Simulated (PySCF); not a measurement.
# Static response to an electric field

Species: C₄H₃F₃OSi.
Geometry (GFN2-xTB, Å), atoms numbered from 1 in this order:
```
atom  x, y, z in Å
O1     0.965    1.766    1.895
C2     0.904    0.997    0.979
C3     1.850   -0.039    0.502
C4     1.291   -0.471   -0.645
Si5   -0.264    0.618   -0.555
C6    -1.819   -0.493   -0.145
F7    -2.896    0.224    0.222
F8    -1.583   -1.369    0.849
F9    -2.206   -1.228   -1.208
H10    2.767   -0.340    0.980
H11    1.703   -1.206   -1.315
H12   -0.713    1.541   -1.587
```

Level: CAM-B3LYP/def2-SVPD (PySCF), static field, nuclei fixed, core orbitals frozen in the response. The polarisability tensor in these axes (au):

```
x   81.17 -1.39 10.69
y   -1.39 68.35  9.98
z   10.69  9.98 77.20
```

Task: Diagonalise the tensor; give its mean and Δα, where Δα² is half the sum of the squared differences of the eigenvalues.

Result: Principal values 59.30, 75.94 and 91.48 au; mean 75.57 au = 11.20 Å³ = 12.46 × 10⁻⁴⁰ C²·m²/J; Δα = 27.87 au (37 % of the mean).

Task: What is the dipole moment, and where does it point?

Result: (2.43, -0.73, -2.84) D, 3.81 D in size, pointing from the negative to the positive side. Measured along this direction, the outermost atoms are F7 at the negative end and H11 at the positive end.

Task: In a dilute gas of rigid molecules at 350 K, how does the orientational term μ²/3kT compare with the electronic polarisability?

Result: In Gaussian units μ²/3kT = 100.22 Å³ against 11.20 Å³, a ratio of 8.95; the Debye molar polarisation (4π/3)N_A(α + μ²/3kT) is 281.1 cm³/mol, leaving out the vibrational part.

Task: Give the eigenvalues of the traceless quadrupole moment Θ = ½Σq(3rr − r²1), origin at the centre of nuclear charge.

Result: -14.95, 4.53, 10.42 D·Å. The values depend on the origin, since the dipole doesn't vanish. The electronic extent ⟨r²⟩ about the same centre is 1338 bohr², a root-mean-square distance of 2.22 Å for the 76 electrons.

Task: Directions of the eigenvectors, and the extent of the frame along each?

Result: Largest value along (0.68, 0.26, 0.69), where the nuclei span 5.11 Å; middle along (0.65, -0.65, -0.40), 4.53 Å; least along (0.34, 0.72, -0.60), 3.86 Å. The response follows the extents in order.

Task: What would n − 1 = 2πNα be for an ideal gas of these molecules at 298.15 K and 1 atm, electronic part alone?

Result: N = p/kT = 2.4615 × 10¹⁹ cm⁻³, so n − 1 = 2π × N × 11.20 × 10⁻²⁴ cm³ = 1732 × 10⁻⁶ at long wavelengths.

Task: Find the Langevin capture rate constant for H3+ (3.023 u) meeting this molecule (151.991 u), k = 2.342 × 10⁻⁹ cm³/s × √(α in Å³ / reduced mass in u).

Result: The reduced mass is 2.96 u, so k = 4.55 × 10⁻⁹ cm³/s. The formula leaves out the permanent dipole, which adds to the capture rate.

Geometry: GFN2-xTB; no solvent, vibrations or thermal averaging.

These values come from a run that also computed excited states. The run took 1.7 min wall (with the writing of density and orbital grids) on one thread, Arm Neoverse N1 (aarch64), on a shared host, and the process peaked at 0.99 GiB of memory.
